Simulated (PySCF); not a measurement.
BrCl₅: from structure and modes to constants

All numbers come from PBE0/[Br def2-SVP, Cl def2-SVP], no relativity, density fitting, PySCF.

The singlet minimum has C4v symmetry. Masses (u): Br 78.91834, Cl 34.96885.

```xyz
6
charge 0 multiplicity 1, angstrom
Br    0.0000    0.0000   -0.2684
Cl    0.0000    0.0000    1.9738
Cl    2.3443    0.0000   -0.3421
Cl    0.0000    2.3443   -0.3421
Cl   -2.3443    0.0000   -0.3421
Cl    0.0000   -2.3443   -0.3421
```

Harmonic wavenumbers (cm⁻¹): 76.8 (b1, ×1), 115.6 (a1, ×1), 122.0 (e, ×2), 149.8 (b2, ×1), 165.6 (e, ×2), 250.4 (b1, ×1), 267.5 (a1, ×1), 314.2 (a1, ×1), 360.6 (e, ×2).

**Question.** Find the principal moments of inertia and the rotational constants. What kind of rotor is it?

**Answer.** About the centre of mass I = 542.64, 542.64, 768.69 u Å². With B = 16.8576/I this gives 0.03107, 0.03107, 0.02193 cm⁻¹. The molecule is an oblate symmetric top.

**Question.** What is the harmonic zero-point energy?

**Answer.** Half the sum of all 12 wavenumbers, 2471/2 = 1235 cm⁻¹, which is 14.8 kJ/mol (1 cm⁻¹ = 0.0119627 kJ/mol).

**Question.** Find the vibrational entropy and heat capacity at 298.15 K.

**Answer.** With u = 1.43878 ω/T, each mode gives S = R[u/(eᵘ−1) − ln(1−e⁻ᵘ)] and C = R u² eᵘ/(eᵘ−1)².
| ω (cm⁻¹) | u | S (J/(mol K)) | C (J/(mol K)) |
| --- | --- | --- | --- |
| 76.8 | 0.371 | 16.61 | 8.22 |
| 115.6 | 0.558 | 13.28 | 8.10 |
| 122.0 (×2) | 0.589 | 12.84 | 8.08 |
| 149.8 | 0.723 | 11.19 | 7.96 |
| 165.6 (×2) | 0.799 | 10.40 | 7.89 |
| 250.4 | 1.208 | 7.23 | 7.37 |
| 267.5 | 1.291 | 6.75 | 7.25 |
| 314.2 | 1.516 | 5.61 | 6.89 |
| 360.6 (×2) | 1.740 | 4.68 | 6.50 |
The sums over all modes are S = 116.5 and C = 90.7 J/(mol K); the softest mode gives 14 % of the entropy (each member, where degenerate).

**Question.** Give the standard entropy (298.15 K, 1 bar) by its translational, rotational, vibrational and spin parts, and Cp.

**Answer.** Sackur–Tetrode with M = 253.76 u gives 177.9; rotation with symmetry number 4 gives 117.0; vibration 116.5; spin R ln 1 = 0.0. The total is 411.4 J/(mol K), and Cp = 4 R + 90.7 = 124.0 J/(mol K).
